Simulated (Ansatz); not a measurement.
A short molecular-dynamics run on ClF₉Si₃Sn (`F[Si](F)(F)[Sn]([Cl])([Si](F)(F)F)[Si](F)(F)F`).

```yaml
crystal:
  periodic: [false, false, false]
  atoms:
    - {symbol: F, position_ang: [2.824867, -0.469516, 1.226805]}
    - {symbol: Si, position_ang: [2.454830, -0.109917, -0.263813]}
    - {symbol: F, position_ang: [3.011874, -1.251037, -1.194466]}
    - {symbol: F, position_ang: [3.184777, 1.233792, -0.638103]}
    - {symbol: Sn, position_ang: [-0.083666, 0.118933, -0.496432]}
    - {symbol: Cl, position_ang: [-0.456090, 0.662166, -2.734934]}
    - {symbol: Si, position_ang: [-1.046690, 2.072280, 0.847972]}
    - {symbol: F, position_ang: [-0.834463, 1.816284, 2.389926]}
    - {symbol: F, position_ang: [-2.590702, 2.236593, 0.587924]}
    - {symbol: F, position_ang: [-0.335614, 3.426379, 0.474851]}
    - {symbol: Si, position_ang: [-1.333603, -2.081386, -0.113508]}
    - {symbol: F, position_ang: [-1.148645, -2.548311, 1.381819]}
    - {symbol: F, position_ang: [-0.784495, -3.219547, -1.052420]}
    - {symbol: F, position_ang: [-2.875180, -1.915914, -0.386720]}
basis:
  gaussian: {orbitals: def2-SVP}
hamiltonian: {xc: {name: revPBE}}
md: {timestep: 2 fs, n_steps: 50, ensemble: nvt_langevin, temperature: 700, initial_velocities: maxwell_boltzmann, friction: 0.01, seed: 399}
```

```sh
$ ansatz run in.yaml --threads 11 --pin off --events-out ev --progress --plain --max-ram 120832MiB --backend cuda --devices 0, --max-vram 75GiB
```

```
step  time (fs)  potential energy (eV)  kinetic (eV)  T (K)  conserved (eV)
   0        0.0            -66409.2246        1.1763    650               –
   1        2.0            -66409.2012        1.1222    620               –
   2        4.0            -66409.1969        1.2564    694               –
   3        6.0            -66409.2422        1.3594    751               –
   4        8.0            -66409.2801        1.4165    783               –
   5       10.0            -66409.2473        1.3890    768               –
   6       12.0            -66409.1483        1.2776    706               –
   7       14.0            -66409.0198        1.2130    670               –
   8       16.0            -66408.8861        1.1332    626               –
   9       18.0            -66408.7826        0.9857    545               –
  10       20.0            -66408.7327        0.9289    513               –
  11       22.0            -66408.7327        0.9419    520               –
  12       24.0            -66408.7666        0.9485    524               –
  13       26.0            -66408.8159        0.9715    537               –
  14       28.0            -66408.8540        1.0211    564               –
  15       30.0            -66408.8593        1.0280    568               –
  16       32.0            -66408.8268        0.9837    544               –
  17       34.0            -66408.7660        0.9136    505               –
  18       36.0            -66408.7028        0.7925    438               –
  19       38.0            -66408.6575        0.7399    409               –
  20       40.0            -66408.6619        0.7072    391               –
  21       42.0            -66408.7382        0.8311    459               –
  22       44.0            -66408.8556        1.0806    597               –
  23       46.0            -66408.9603        1.1713    647               –
  24       48.0            -66409.0246        1.1024    609               –
  25       50.0            -66409.0671        1.1725    648               –
  26       52.0            -66409.0968        1.1043    610               –
  27       54.0            -66409.0989        1.1774    651               –
  28       56.0            -66409.0637        1.0604    586               –
  29       58.0            -66409.0070        1.1142    616               –
  30       60.0            -66408.9376        1.0453    578               –
  31       62.0            -66408.8847        0.9245    511               –
  32       64.0            -66408.8734        0.8350    461               –
  33       66.0            -66408.8969        0.8559    473               –
  34       68.0            -66408.9308        0.8879    491               –
  35       70.0            -66408.9723        0.8544    472               –
  36       72.0            -66409.0116        1.0093    558               –
  37       74.0            -66409.0233        0.9820    543               –
  38       76.0            -66409.0124        1.0868    601               –
  39       78.0            -66408.9661        0.9917    548               –
  40       80.0            -66408.8827        0.8986    497               –
  41       82.0            -66408.8049        0.9268    512               –
  42       84.0            -66408.7840        0.8889    491               –
  43       86.0            -66408.8399        0.8843    489               –
  44       88.0            -66408.9551        0.9838    544               –
  45       90.0            -66409.0675        1.1160    617               –
  46       92.0            -66409.1085        1.1777    651               –
  47       94.0            -66409.0611        1.1166    617               –
  48       96.0            -66408.9538        1.1144    616               –
  49       98.0            -66408.8155        0.9546    528               –
  50      100.0            -66408.6949        0.8001    442               –
```

Velocities are drawn at the set temperature; a run this short doesn't reach equilibrium.

Frames (Å, forces in eV/Å):

```xyz
14
time=0.0 fs
F     2.825   -0.470    1.227    0.431   -0.457    1.908
Si    2.455   -0.110   -0.264   -1.786    0.158   -0.151
F     3.012   -1.251   -1.194    0.684   -1.494   -1.232
F     3.185    1.234   -0.638    0.912    1.772   -0.500
Sn   -0.084    0.119   -0.496    0.115   -0.168    0.692
Cl   -0.456    0.662   -2.735   -0.148    0.216   -0.888
Si   -1.047    2.072    0.848    0.681   -1.380   -0.934
F    -0.834    1.816    2.390    0.289   -0.362    1.954
F    -2.591    2.237    0.588   -2.012    0.181   -0.371
F    -0.336    3.426    0.475    0.952    1.745   -0.519
Si   -1.334   -2.081   -0.114    0.883    1.547   -0.255
F    -1.149   -2.548    1.382    0.258   -0.561    1.911
F    -0.784   -3.220   -1.052    0.745   -1.454   -1.245
F    -2.875   -1.916   -0.387   -2.004    0.259   -0.370
14
time=8.0 fs
F     2.818   -0.440    1.263    0.687   -0.505    2.562
Si    2.451   -0.115   -0.215   -0.819    1.211   -2.021
F     3.050   -1.242   -1.169    0.407   -0.961   -0.660
F     3.130    1.282   -0.681    0.129    0.244    0.111
Sn   -0.066    0.132   -0.495    0.073   -0.818    0.363
Cl   -0.458    0.620   -2.742   -0.105    0.261   -0.785
Si   -0.993    2.023    0.863   -0.811    0.427   -0.064
F    -0.843    1.785    2.448    0.270   -0.127    0.521
F    -2.552    2.296    0.559   -0.858   -0.450   -0.062
F    -0.396    3.440    0.415    1.039    0.722   -0.088
Si   -1.341   -2.088   -0.182   -1.330    0.507    2.641
F    -1.143   -2.558    1.441   -0.151    0.477   -1.773
F    -0.787   -3.268   -1.097    0.294   -0.808   -0.715
F    -2.982   -1.898   -0.386    1.176   -0.181   -0.033
14
time=16.0 fs
F     2.826   -0.413    1.373   -0.105    0.283   -0.838
Si    2.440   -0.097   -0.200    1.737    0.019   -0.696
F     3.105   -1.276   -1.167   -0.519    0.764    0.816
F     3.079    1.346   -0.749   -0.381   -1.082    0.704
Sn   -0.040    0.139   -0.494   -0.371   -1.143   -0.277
Cl   -0.467    0.583   -2.768    0.002    0.209   -0.314
Si   -0.968    1.983    0.875   -1.692    2.487    1.088
F    -0.821    1.741    2.533    0.039    0.253   -1.706
F    -2.554    2.327    0.522    0.529   -0.989    0.434
F    -0.407    3.450    0.340    0.651   -0.882    0.619
Si   -1.364   -2.073   -0.193   -1.220   -1.923    0.665
F    -1.136   -2.545    1.431   -0.279    0.510   -1.940
F    -0.781   -3.347   -1.174   -0.864    1.771    1.259
F    -3.059   -1.892   -0.412    2.475   -0.277    0.186
14
time=24.0 fs
F     2.845   -0.376    1.477   -0.313    0.636   -2.533
Si    2.476   -0.070   -0.180    1.634   -0.930    0.206
F     3.144   -1.307   -1.137   -0.707    1.541    1.357
F     3.021    1.386   -0.803   -0.071   -1.205    0.865
Sn   -0.026    0.145   -0.492   -0.715   -1.383   -0.562
Cl   -0.478    0.557   -2.815    0.140    0.141    0.235
Si   -0.975    1.993    0.898   -0.813    1.782    0.406
F    -0.803    1.697    2.544   -0.106    0.539   -1.662
F    -2.538    2.299    0.495    0.042   -0.748    0.582
F    -0.394    3.421    0.271    0.505   -0.799    0.946
Si   -1.417   -2.106   -0.191    0.207   -0.720   -1.297
F    -1.143   -2.529    1.360   -0.216   -0.187   -0.048
F    -0.800   -3.354   -1.192   -1.042    1.685    1.343
F    -3.058   -1.887   -0.432    1.455   -0.352    0.162
14
time=32.0 fs
F     2.857   -0.323    1.499    0.026    0.580   -2.422
Si    2.543   -0.055   -0.172   -0.621   -0.749    0.917
F     3.167   -1.281   -1.086    0.045    0.724    0.709
F     2.964    1.391   -0.831    0.625   -0.416    0.578
Sn   -0.021    0.150   -0.495   -0.649   -1.528   -0.424
Cl   -0.495    0.529   -2.857    0.210    0.143    0.445
Si   -0.988    2.030    0.912    0.216   -0.124   -0.913
F    -0.796    1.693    2.501   -0.095    0.587   -0.287
F    -2.527    2.217    0.473   -0.929   -0.221    0.467
F    -0.383    3.385    0.238    0.559    0.315    0.769
Si   -1.474   -2.148   -0.217    2.033    2.204   -1.061
F    -1.160   -2.531    1.285   -0.044   -0.787    1.810
F    -0.850   -3.293   -1.160   -0.190   -0.544   -0.390
F    -3.022   -1.868   -0.450   -1.185   -0.185   -0.197
14
time=40.0 fs
F     2.867   -0.289    1.451    0.580    0.270   -0.395
Si    2.605   -0.077   -0.149   -3.004    1.764    0.378
F     3.214   -1.239   -1.011    1.311   -1.403   -0.870
F     2.933    1.387   -0.831    0.820   -0.424    0.613
Sn   -0.017    0.144   -0.501   -0.377   -1.323   -0.290
Cl   -0.522    0.498   -2.879    0.246    0.137    0.508
Si   -0.994    2.063    0.915   -0.064   -1.263   -2.377
F    -0.790    1.706    2.455    0.031    0.449    1.188
F    -2.548    2.127    0.469   -0.588    0.140    0.518
F    -0.361    3.378    0.238    0.447    0.995    0.552
Si   -1.485   -2.142   -0.248    0.932    4.201    0.776
F    -1.178   -2.560    1.249   -0.055   -0.709    1.867
F    -0.902   -3.256   -1.138    0.946   -2.703   -2.264
F    -3.037   -1.869   -0.467   -1.225   -0.131   -0.204
14
time=48.0 fs
F     2.915   -0.256    1.383    0.978   -0.062    2.716
Si    2.625   -0.074   -0.131   -2.941    1.116   -2.887
F     3.320   -1.228   -0.977    0.804   -0.719   -0.501
F     2.937    1.392   -0.789    0.724   -0.136    0.415
Sn   -0.011    0.135   -0.510   -0.035   -0.784   -0.209
Cl   -0.531    0.464   -2.871    0.229    0.139    0.418
Si   -1.002    2.073    0.896   -0.124   -1.125   -2.342
F    -0.795    1.742    2.440    0.123    0.384    1.221
F    -2.579    2.064    0.504   -0.195    0.328    0.390
F    -0.334    3.396    0.249    0.058    0.606    0.585
Si   -1.469   -2.053   -0.258   -0.079   -0.219   -0.167
F    -1.193   -2.604    1.253   -0.201    0.058    0.287
F    -0.924   -3.292   -1.195   -0.307    0.501    0.001
F    -3.103   -1.874   -0.472    0.967   -0.087    0.072
14
time=56.0 fs
F     2.993   -0.225    1.389   -0.036    0.172    0.340
Si    2.585   -0.056   -0.165   -0.071   -0.991   -0.625
F     3.440   -1.214   -0.956   -0.474    0.484    0.160
F     2.989    1.396   -0.738    0.415    0.487   -0.052
Sn    0.003    0.124   -0.532   -0.054   -0.312   -0.131
Cl   -0.541    0.432   -2.854    0.193    0.175    0.122
Si   -1.001    2.063    0.838   -0.497   -0.743    0.273
F    -0.796    1.759    2.461    0.009    0.637   -1.126
F    -2.626    2.005    0.560    0.738    0.383    0.182
F    -0.319    3.422    0.238   -0.339   -0.056    0.613
Si   -1.456   -1.972   -0.268   -0.728   -3.588    0.290
F    -1.192   -2.629    1.268   -0.309    0.949   -1.208
F    -0.963   -3.314   -1.239   -0.591    2.164    1.000
F    -3.126   -1.871   -0.477    1.746    0.239    0.162
14
time=64.0 fs
F     3.081   -0.203    1.408   -1.247    0.283   -2.000
Si    2.545   -0.049   -0.217    3.204   -0.833    1.607
F     3.552   -1.187   -0.945   -1.476    1.064    0.331
F     3.052    1.438   -0.698   -0.278   -0.381   -0.004
Sn    0.011    0.112   -0.548   -0.473   -0.443    0.123
Cl   -0.552    0.398   -2.826    0.113    0.259   -0.399
Si   -1.018    2.038    0.787   -0.026    0.218    1.798
F    -0.798    1.775    2.459   -0.016    0.551   -2.156
F    -2.654    1.970    0.619    0.740    0.336   -0.172
F    -0.320    3.444    0.251   -0.717   -0.794    0.595
Si   -1.461   -1.974   -0.273   -0.084   -3.073    1.201
F    -1.182   -2.613    1.282   -0.350    1.010   -1.550
F    -1.016   -3.268   -1.246   -0.153    1.368    0.522
F    -3.093   -1.880   -0.478    0.762    0.433    0.103
14
time=72.0 fs
F     3.131   -0.174    1.384   -1.413    0.148   -1.766
Si    2.564   -0.048   -0.233    3.489    0.302    1.677
F     3.634   -1.136   -0.921   -1.410    0.683   -0.002
F     3.104    1.471   -0.668   -0.640   -0.956    0.015
Sn    0.008    0.099   -0.565   -0.501   -0.583    0.584
Cl   -0.569    0.390   -2.816    0.048    0.316   -0.740
Si   -1.029    2.021    0.810    0.625    0.773   -0.171
F    -0.798    1.789    2.403    0.300    0.161   -0.055
F    -2.646    1.957    0.669   -0.007    0.282   -0.344
F    -0.337    3.449    0.293   -0.813   -1.014    0.562
Si   -1.461   -2.022   -0.253    0.283    0.799    1.260
F    -1.174   -2.556    1.257   -0.106   -0.003    0.221
F    -1.044   -3.177   -1.241    0.763   -1.362   -1.308
F    -3.045   -1.869   -0.477   -0.618    0.454    0.069
14
time=80.0 fs
F     3.104   -0.147    1.295   -0.157   -0.193    1.960
Si    2.657   -0.051   -0.223   -0.242    1.896   -0.951
F     3.679   -1.081   -0.896    0.170   -0.821   -1.000
F     3.143    1.482   -0.641   -0.415   -0.679   -0.143
Sn    0.004    0.077   -0.580    0.108   -0.223    0.954
Cl   -0.583    0.397   -2.822    0.008    0.310   -0.822
Si   -1.026    2.032    0.848    0.294   -0.796   -2.828
F    -0.783    1.774    2.359    0.777   -0.292    3.023
F    -2.623    1.964    0.704   -0.822    0.288   -0.377
F    -0.373    3.411    0.352   -0.004    0.760   -0.013
Si   -1.457   -2.032   -0.209   -0.605    2.595   -2.096
F    -1.158   -2.495    1.229    0.455   -1.350    3.476
F    -1.030   -3.113   -1.264    0.762   -1.746   -1.398
F    -3.046   -1.849   -0.454   -0.328    0.251    0.215
14
time=88.0 fs
F     3.072   -0.128    1.254    0.325   -0.364    3.673
Si    2.740   -0.011   -0.250   -2.691    1.317   -1.631
F     3.705   -1.055   -0.907    1.105   -1.569   -1.525
F     3.172    1.490   -0.625    0.201    0.760   -0.602
Sn    0.002    0.061   -0.586    0.633    0.018    0.719
Cl   -0.585    0.396   -2.840    0.000    0.265   -0.618
Si   -1.020    2.015    0.843   -0.817   -2.774   -0.726
F    -0.732    1.751    2.381    0.443   -0.176    1.526
F    -2.632    1.993    0.712   -0.394    0.151   -0.222
F    -0.419    3.375    0.405    0.998    2.781   -0.755
Si   -1.466   -2.012   -0.191    0.822    0.059   -0.849
F    -1.118   -2.489    1.313   -0.159   -0.478    0.396
F    -1.018   -3.098   -1.330   -0.007   -0.131    0.409
F    -3.053   -1.832   -0.403   -0.460    0.143    0.207
14
time=96.0 fs
F     3.069   -0.111    1.285   -0.461   -0.010   -0.302
Si    2.769    0.051   -0.327   -0.910   -2.006    1.848
F     3.772   -1.083   -0.930   -0.390    0.293   -0.562
F     3.187    1.537   -0.622    0.620    1.819   -0.937
Sn    0.011    0.057   -0.591    0.814   -0.055    0.121
Cl   -0.581    0.380   -2.865    0.023    0.234   -0.310
Si   -1.042    1.941    0.827    0.547    0.645    1.755
F    -0.662    1.725    2.458   -0.390    0.033   -1.630
F    -2.666    2.000    0.711    0.109   -0.141   -0.079
F    -0.454    3.417    0.438   -0.120   -0.271   -0.049
Si   -1.471   -1.988   -0.202    1.439   -1.665    1.233
F    -1.087   -2.494    1.409   -0.726    0.445   -2.403
F    -1.011   -3.085   -1.378   -0.371    0.580    1.170
F    -3.070   -1.812   -0.354   -0.184    0.099    0.145
14
time=100.0 fs
F     3.048   -0.100    1.294   -0.566    0.092   -1.265
Si    2.770    0.067   -0.357    0.117   -2.016    2.289
F     3.806   -1.105   -0.938   -1.064    1.134   -0.167
F     3.190    1.580   -0.634    0.402    0.882   -0.756
Sn    0.019    0.054   -0.598    0.807   -0.114    0.008
Cl   -0.578    0.371   -2.871    0.013    0.237   -0.285
Si   -1.059    1.902    0.829    1.112    2.101    2.241
F    -0.637    1.708    2.488   -0.682    0.000   -2.338
F    -2.682    1.995    0.702    0.211   -0.265   -0.011
F    -0.470    3.435    0.458   -0.507   -1.463    0.157
Si   -1.463   -1.986   -0.201    0.978   -1.658    1.632
F    -1.084   -2.489    1.435   -0.742    0.530   -2.773
F    -1.006   -3.070   -1.386   -0.401    0.512    1.155
F    -3.077   -1.799   -0.323    0.324    0.028    0.114
```

Run time 29 s (11 threads of an AMD EPYC 7R13 on a shared host and a whole NVIDIA H100 80 GB); peak host memory 1.4 GiB.
